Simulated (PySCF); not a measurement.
Two-component Hartree-Fock for Sb³³⁺ (antimony, charge +33)

Start: [Ar]. Calculated with PySCF 2.14 in an uncontracted even-tempered set (19 s from 5.9 bohr⁻², ratio 2.4; 14 p from 7.6 bohr⁻², ratio 2.4; 5 d from 32 bohr⁻², ratio 2.6; 4 f from 47 bohr⁻², ratio 2.6): generalised Hartree-Fock with the X2C-1e Hamiltonian and a Gaussian nucleus; one run each with spin-orbit coupling (SO) switched off, then screened by Boettger's factors.

| spinor shell | electrons | ε, spin-free (eV) | ε, screened SO (eV) | weight of nominal j (screened SO) | rms radius, screened SO (bohr) |
| --- | --- | --- | --- | --- | --- |
| 1s1/2 | 2 | -32372.3 | -32369.8 | 1.000 | 0.0325 |
| 2s1/2 | 2 | -6440.2 | -6439.5 | 1.000 | 0.131 |
| 2p1/2 | 2 | -5955.9 | -6133.9 | 1.000 | 0.113 |
| 2p3/2 | 4 | -5955.9 | -5875.1 | 1.000 | 0.118 |
| 3s1/2 | 2 | -2376.5 | -2376.3 | 1.000 | 0.322 |
| 3p1/2 | 2 | -2211.3 | -2252.9 | 1.000 | 0.311 |
| 3p3/2 | 4 | -2211.3 | -2192.3 | 1.000 | 0.319 |

```json
{"quantity": "E (hartree)", "spin-free": "-5659.66500", "screened SO": "-5661.33373"}
{"quantity": "M_J", "spin-free": "0", "screened SO": "0"}
{"quantity": "⟨J²⟩", "spin-free": "0.000", "screened SO": "0.000"}
{"quantity": "⟨L²⟩", "spin-free": "0.000", "screened SO": "0.011"}
{"quantity": "⟨S²⟩", "spin-free": "0.000", "screened SO": "0.011"}
```

Breit and QED terms are absent; they matter most for the inner s and p1/2 levels.

Densities and radii are taken from the X2C orbitals without a picture-change correction, which distorts them close to the nucleus.

Without spin-orbit coupling the j labels of p, d and f shells carry no meaning; the spin-free column gives the mean over the occupied spinors of each nl shell.
